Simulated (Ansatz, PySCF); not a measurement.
H8Si3, charge +1, doublet, at a GFN2-xTB geometry (a state made from the parent by changing its charge; the spin is typed, not shown lowest). Base run: CCSD(T)/STO-3G (PySCF).

PySCF was given this input:
```python
from pyscf import gto, scf, cc

mol = gto.Mole()
mol.atom = '''
    Si    1.73006259    0.88617971   -0.01821925
    Si    0.21430832   -1.03910606   -0.11847187
    Si   -1.93611862    0.11291389    0.13212917
    H     3.05494759    0.29289400   -0.13804698
    H     1.35438441    1.72882927   -1.14918317
    H     1.47531091    1.50967649    1.27664176
    H     0.46584425   -2.03082472    0.92986925
    H     0.32388443   -1.79829328   -1.36643948
    H    -2.00324331    1.05008294   -0.98479523
    H    -1.86962290    0.76938187    1.43401237
    H    -2.91703742   -0.96157215    0.06180881
'''
mol.basis = 'sto-3g'
mol.charge = 1
mol.spin = 1
mol.verbose = 4
mol.build()

mf = scf.UHF(mol)
mf.kernel()

mycc = cc.CCSD(mf)
mycc.kernel()
et = mycc.ccsd_t()
print('E(CCSD(T)) = %.10f' % (mycc.e_tot + et))
```

The same geometry, method and basis name were run in Ansatz (a quantum-chemistry and plane-wave program) and PySCF, at each program's defaults and at the settings that a row names. The base is PySCF at its defaults. Differences at the defaults can come from grids, fitting, cores and function types together.

```json
[
 {"code and settings": "PySCF, defaults (exact integrals, spherical functions, all electrons correlated)", "ΔE vs base (µEh)": "0.0", "basis functions": "35", "E (Eh)": "-861.41532", "SCF cycles": "10"},
 {"code and settings": "Ansatz, defaults (factorised integrals, spherical functions, frozen core)", "ΔE vs base (µEh)": "9719", "basis functions": "35", "E (Eh)": "-861.40560", "SCF cycles": "-"},
 {"code and settings": "PySCF, frozen core", "ΔE vs base (µEh)": "9704", "basis functions": "35", "E (Eh)": "-861.40562", "SCF cycles": "10"},
 {"code and settings": "Ansatz, high accuracy, frozen core", "ΔE vs base (µEh)": "9704", "basis functions": "35", "E (Eh)": "-861.40562", "SCF cycles": "-"}
]
```

Open shells are given as the SCF converged; they aren't shown to be the lowest states, and a large step between rows can be another state.
